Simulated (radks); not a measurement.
Species: Tc2+. Configuration: [Kr] 4d5. All-electron calculation, non-relativistic Kohn-Sham, exchange-only LDA, spin-polarised, spherical densities, point nucleus; open shells are filled with parallel spins first (spin-orbit coupling, left out, can overturn this in heavy ions); relativity is left out, which matters for an element this heavy. Program: a radial shooting solver on a logarithmic mesh with Libxc functionals.

Normalised radial functions P(r) = r R(r), r in bohr:

r,3d up,3d down,4s down
0.005149,0.0002,0.0002,0.1299
0.007743,0.0008,0.0008,0.1731
0.01155,0.0025,0.0025,0.2144
0.01737,0.0077,0.0077,0.2365
0.02591,0.0227,0.0228,0.2056
0.03897,0.0649,0.0650,0.0800
0.05813,0.1680,0.1681,-0.1424
0.08742,0.3961,0.3962,-0.3650
0.1304,0.7889,0.7890,-0.3349
0.1961,1.2912,1.2914,0.1145
0.2926,1.5956,1.5962,0.5896
0.44,1.3893,1.3903,0.3238
0.6617,0.7672,0.7665,-0.6436
0.9871,0.2385,0.2362,-1.1201
1.484,0.0319,0.0310,-0.6882
2.214,0.0014,0.0014,-0.1847
3.33,0.0000,0.0000,-0.0176
4.968,0.0000,0.0000,-0.0004

3d up: eigenvalue -268.21 eV, 0 radial nodes, <r> = 0.399 bohr, 90 % of the charge inside 0.636 bohr. 3d down: eigenvalue -267.50 eV, 0 radial nodes, <r> = 0.399 bohr, 90 % of the charge inside 0.635 bohr. 4s down: eigenvalue -81.467 eV, 3 radial nodes at r = 0.0458, 0.181, 0.511 bohr, <r> = 1.08 bohr, 90 % of the charge inside 1.57 bohr.
